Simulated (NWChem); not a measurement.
System: C$_{2}$H$_{3}$ClF$_{2}$Si; SMILES F/C=C(/F)[SiH2]Cl

Here is an NWChem input.

```
start job
memory heap 200 mb stack 900 mb global 1100 mb
geometry units angstroms noautosym nocenter noautoz
  F      1.563572     1.973101    -0.005831
  C      0.258442     1.971112    -0.321294
  C     -0.519038     0.925419    -0.029593
  F     -1.827234     1.011688    -0.405351
  Si    -0.034103    -0.655551     0.849616
  Cl     0.168121    -2.211595    -0.514631
  H     -0.076745     2.874684    -0.821902
  H     -1.123791    -1.021377     1.781049
  H      1.256663    -0.474705     1.545056
end
basis spherical
  F library 6-31g*
  C library 6-31g*
  Si library 6-31g*
  Cl library 6-31g*
  H library 6-31g*
end
dft
  xc hfexch
  iterations 150
  mulliken
end
task dft energy
esp
  recalculate
  probe 0.07
  range 0.3
  factor 1.0
  spacing 0.02
end
task esp
```

NWChem printed, in part:

```
             Northwest Computational Chemistry Package (NWChem) 7.3.0
             --------------------------------------------------------

                             Geometry "geometry" -> ""
                             -------------------------

 Output coordinates in angstroms (scale by  1.889725989 to convert to a.u.)

  No.       Tag          Charge          X              Y              Z
 ---- ---------------- ---------- -------------- -------------- --------------
    1 F                    9.0000     1.56357200     1.97310100    -0.00583100
    2 C                    6.0000     0.25844200     1.97111200    -0.32129400
    3 C                    6.0000    -0.51903800     0.92541900    -0.02959300
    4 F                    9.0000    -1.82723400     1.01168800    -0.40535100
    5 Si                  14.0000    -0.03410300    -0.65555100     0.84961600
    6 Cl                  17.0000     0.16812100    -2.21159500    -0.51463100
    7 H                    1.0000    -0.07674500     2.87468400    -0.82190200
    8 H                    1.0000    -1.12379100    -1.02137700     1.78104900
    9 H                    1.0000     1.25666300    -0.47470500     1.54505600

 Effective nuclear repulsion energy (a.u.)     345.6685211788

  xc_inp: hfexch multiplicative factor not found.

                                 NWChem DFT Module
                                 -----------------

 Summary of "ao basis" -> "ao basis" (spherical)
 ------------------------------------------------------------------------------
       Tag                 Description            Shells   Functions and Types
 ---------------- ------------------------------  ------  ---------------------
 F                           6-31g*                  6       14   3s2p1d
 C                           6-31g*                  6       14   3s2p1d
 Si                          6-31g*                  8       18   4s3p1d
 Cl                          6-31g*                  8       18   4s3p1d
 H                           6-31g*                  2        2   2s

            General Information
            -------------------
          SCF calculation type: DFT
          Wavefunction type:  closed shell.
          No. of atoms     :     9
          No. of electrons :    64
           Alpha electrons :    32
            Beta electrons :    32
          Charge           :     0
          Spin multiplicity:     1
          Use of symmetry is: off; symmetry adaption is: off
          Maximum number of iterations: 150
          AO basis - number of functions:    98
                     number of shells:    46
          Convergence on energy requested:  1.00D-06
          Convergence on density requested:  1.00D-05
          Convergence on gradient requested:  5.00D-04

              XC Information
              --------------
                     Hartree-Fock (Exact) Exchange  1.000

      Superposition of Atomic Density Guess
      -------------------------------------

 Sum of atomic energies:       -1023.82776020

      Non-variational initial energy
      ------------------------------

 Total energy =   -1025.761421
 1-e energy   =   -2105.632666
 2-e energy   =     734.202723
 HOMO         =      -0.252579
 LUMO         =       0.024413

     ---------------------------------------------
      Total Density - Mulliken Population Analysis
     ---------------------------------------------

    Atom       Charge   Shell Charges
 -----------   ------   -------------------------------------------------------
    1 F    9     9.43   2.00  0.94  3.38  1.01  2.10  0.01
    2 C    6     5.64   2.00  0.70  1.64  0.51  0.74  0.06
    3 C    6     5.77   2.00  0.70  1.70  0.57  0.75  0.05
    4 F    9     9.47   2.00  0.94  3.39  1.02  2.11  0.01
    5 Si  14    13.33   2.00  2.00  5.97  0.96  1.55  0.27  0.42  0.15
    6 Cl  17    17.44   2.00  2.00  5.98  1.38  3.72  0.57  1.78  0.01
    7 H    1     0.82   0.47  0.35
    8 H    1     1.06   0.47  0.58
    9 H    1     1.05   0.47  0.58

   convergence    iter        energy       DeltaE   RMS-Dens  Diis-err
 ---------------- ----- ----------------- --------- --------- ---------
 d= 0,ls=0.0,diis     1  -1024.6633259809 -1.37D+03  6.88D-03  6.16D-01
 d= 0,ls=0.0,diis     2  -1024.7378207789 -7.45D-02  2.35D-03  1.45D-01
 d= 0,ls=0.0,diis     3  -1024.7526026991 -1.48D-02  8.05D-04  8.80D-03
 d= 0,ls=0.0,diis     4  -1024.7538703640 -1.27D-03  2.62D-04  4.85D-04
 d= 0,ls=0.0,diis     5  -1024.7539606193 -9.03D-05  6.90D-05  2.14D-05
  Resetting Diis
 d= 0,ls=0.0,diis     6  -1024.7539669324 -6.31D-06  2.20D-05  1.93D-06
 d= 0,ls=0.0,diis     7  -1024.7539676067 -6.74D-07  4.86D-06  2.49D-07

         Total DFT energy =    -1024.753967606669
      One electron energy =    -2107.183507618866
           Coulomb energy =      816.358639306796
    Exchange-Corr. energy =      -79.597620473421
 Nuclear repulsion energy =      345.668521178823

 Numeric. integr. density =        0.000000000000

                       DFT Final Molecular Orbital Analysis
                       ------------------------------------

 Vector   30  Occ=2.000000D+00  E=-4.602131D-01
              MO Center=  6.9D-02, -1.6D+00, -2.4D-01, r^2= 3.1D+00
   Bfn.  Coefficient  Atom+Function         Bfn.  Coefficient  Atom+Function
  ----- ------------  ---------------      ----- ------------  ---------------
    83      0.491858  6 Cl pz                82     -0.352244  6 Cl py
    87      0.288498  6 Cl pz                86     -0.206725  6 Cl py
    79     -0.190377  6 Cl pz                81      0.178412  6 Cl px
    32     -0.158042  3 C  py                34      0.156677  3 C  s
    78      0.136280  6 Cl py                98     -0.124064  9 H  s

 Vector   31  Occ=2.000000D+00  E=-4.551231D-01
              MO Center=  1.1D-01, -1.8D+00, -1.2D-04, r^2= 2.7D+00
   Bfn.  Coefficient  Atom+Function         Bfn.  Coefficient  Atom+Function
  ----- ------------  ---------------      ----- ------------  ---------------
    81      0.603489  6 Cl px                85      0.352609  6 Cl px
    77     -0.233200  6 Cl px                96      0.210991  8 H  s
    98     -0.195315  9 H  s                 63     -0.163621  5 Si px
    82      0.161296  6 Cl py                95      0.135419  8 H  s
    97     -0.122713  9 H  s                 83     -0.101779  6 Cl pz

 Vector   32  Occ=2.000000D+00  E=-3.933778D-01
              MO Center= -1.5D-01,  1.3D+00, -1.6D-01, r^2= 2.2D+00
   Bfn.  Coefficient  Atom+Function         Bfn.  Coefficient  Atom+Function
  ----- ------------  ---------------      ----- ------------  ---------------
    33      0.332798  3 C  pz                19      0.325589  2 C  pz
    37      0.247963  3 C  pz                23      0.228992  2 C  pz
    47     -0.187017  4 F  pz                 5     -0.183463  1 F  pz
    51     -0.172752  4 F  pz                 9     -0.168021  1 F  pz
    32      0.161043  3 C  py                18      0.148802  2 C  py

 Vector   33  Occ=0.000000D+00  E= 9.388142D-02
              MO Center= -3.1D-02,  2.1D-01,  5.5D-01, r^2= 4.9D+00
   Bfn.  Coefficient  Atom+Function         Bfn.  Coefficient  Atom+Function
  ----- ------------  ---------------      ----- ------------  ---------------
    68      0.749450  5 Si py                69      0.706142  5 Si pz
    84      0.700582  6 Cl s                 23     -0.385122  2 C  pz
    86      0.357014  6 Cl py                87      0.291652  6 Cl pz
    66     -0.289322  5 Si s                 19     -0.266779  2 C  pz
    65      0.198372  5 Si pz                96     -0.192437  8 H  s

 Vector   34  Occ=0.000000D+00  E= 1.633367D-01
              MO Center=  4.1D-02, -1.0D+00,  1.1D+00, r^2= 4.7D+00
   Bfn.  Coefficient  Atom+Function         Bfn.  Coefficient  Atom+Function
  ----- ------------  ---------------      ----- ------------  ---------------
    68      1.179375  5 Si py                69     -0.973752  5 Si pz
    34     -0.919951  3 C  s                 98      0.531654  9 H  s
    67     -0.501903  5 Si px                96      0.400469  8 H  s
    36      0.368338  3 C  py                87      0.297105  6 Cl pz
    94     -0.252832  7 H  s                 37     -0.220501  3 C  pz

 Vector   35  Occ=0.000000D+00  E= 1.772997D-01
              MO Center= -3.3D-01,  2.5D-01,  4.3D-01, r^2= 4.7D+00
   Bfn.  Coefficient  Atom+Function         Bfn.  Coefficient  Atom+Function
  ----- ------------  ---------------      ----- ------------  ---------------
    67      0.873532  5 Si px                96      0.697112  8 H  s
    98     -0.684494  9 H  s                 68      0.598606  5 Si py
    20     -0.394063  2 C  s                 84      0.377976  6 Cl s
    69      0.333853  5 Si pz                35      0.328288  3 C  px
    23      0.312230  2 C  pz                37     -0.313360  3 C  pz

     ---------------------------------------------
      Total Density - Mulliken Population Analysis
     ---------------------------------------------

    Atom       Charge   Shell Charges
 -----------   ------   -------------------------------------------------------
    1 F    9     9.40   2.00  0.93  3.29  1.05  2.12  0.02
    2 C    6     5.76   2.00  0.68  1.87  0.45  0.70  0.08
    3 C    6     5.86   2.00  0.65  1.88  0.55  0.71  0.07
    4 F    9     9.43   2.00  0.93  3.28  1.06  2.14  0.02
    5 Si  14    13.19   2.00  2.00  5.97  0.94  1.78  0.11  0.14  0.24
    6 Cl  17    17.36   2.00  2.00  5.98  1.35  3.60  0.63  1.79  0.02
    7 H    1     0.77   0.52  0.24
    8 H    1     1.11   0.50  0.61
    9 H    1     1.11   0.50  0.61

     -------------------------------------------
      Total Density - Lowdin Population Analysis
     -------------------------------------------

    Atom       Charge   Shell Charges
 -----------   ------   -------------------------------------------------------
    1 F    9     9.15   1.99  0.92  3.18  0.82  2.21  0.04
    2 C    6     5.93   1.99  0.53  1.70  0.40  1.13  0.17
    3 C    6     6.07   1.99  0.53  1.74  0.43  1.22  0.15
    4 F    9     9.18   1.99  0.93  3.18  0.82  2.23  0.03
    5 Si  14    13.50   2.00  1.98  5.89  0.64  1.60  0.35  0.74  0.31
    6 Cl  17    17.21   2.00  1.99  5.92  1.15  3.36  0.67  2.11  0.02
    7 H    1     0.84   0.49  0.35
    8 H    1     1.05   0.50  0.55
    9 H    1     1.05   0.50  0.55

     Multipole analysis of the density
     ---------------------------------

     L   x y z        total         alpha         beta         nuclear
     -   - - -        -----         -----         ----         -------
     0   0 0 0     -0.000000    -32.000000    -32.000000     64.000000

     1   1 0 0      0.032495      1.433345      1.433345     -2.834196
     1   0 1 0      0.752696      1.466663      1.466663     -2.180630
     1   0 0 1      0.448143      0.371338      0.371338     -0.294533

     2   2 0 0    -39.300913   -122.164659   -122.164659    205.028405
     2   1 1 0     -0.327910    -10.208951    -10.208951     20.089991
     2   1 0 1     -0.414341     -7.893185     -7.893185     15.372029
     2   0 2 0    -35.650998   -323.862628   -323.862628    612.074258
     2   0 1 1     -2.547397      0.730861      0.730861     -4.009119
     2   0 0 2    -34.748280    -58.346407    -58.346407     81.944534

                     NWChem Electrostatic Potential Fit Module
                     -----------------------------------------

 Atom parameters

 Number of atoms is                                    9
 Number of basis functions is                         98

 Grid parameters

 Maximum number of grid points is                  41212
 Number of grid points is                          41211
 Grid range                                     0.300000 nm
 Grid spacing                                   0.020000 nm
 Probe radius                                   0.070000 nm
 Atom radius factor                             1.000000

 Atomic radii

    1    0.100000
    6    0.147000
    9    0.128000
   14    0.187000
   17    0.169000
 FASTESP  F
  using M.O. file = ./job.movecs

    Atom              Coordinates                           Charge

                                                  ESP

    1 F     0.156357    0.197310   -0.000583   -0.179719
    2 C     0.025844    0.197111   -0.032129    0.031344
    3 C    -0.051904    0.092542   -0.002959    0.020054
    4 F    -0.182723    0.101169   -0.040535   -0.221049
    5 Si   -0.003410   -0.065555    0.084962    0.733853
    6 Cl    0.016812   -0.221160   -0.051463   -0.300025
    7 H    -0.007675    0.287468   -0.082190    0.180436
    8 H    -0.112379   -0.102138    0.178105   -0.133691
    9 H     0.125666   -0.047471    0.154506   -0.131203
                                            ------------
                                                0.000000

 Dipole moment                                  0.914482

 Quadrupole moment Qxx                         -7.755684
                   Qyy                          2.989514
                   Qzz                          4.766170

 RMS deviation kJ/mol                           0.064147

 RRMS %                                        31.331042
```

Level: Hartree-Fock/6-31G* (spherical d). The geometry was optimised at B3LYP/6-31G* (spherical d).
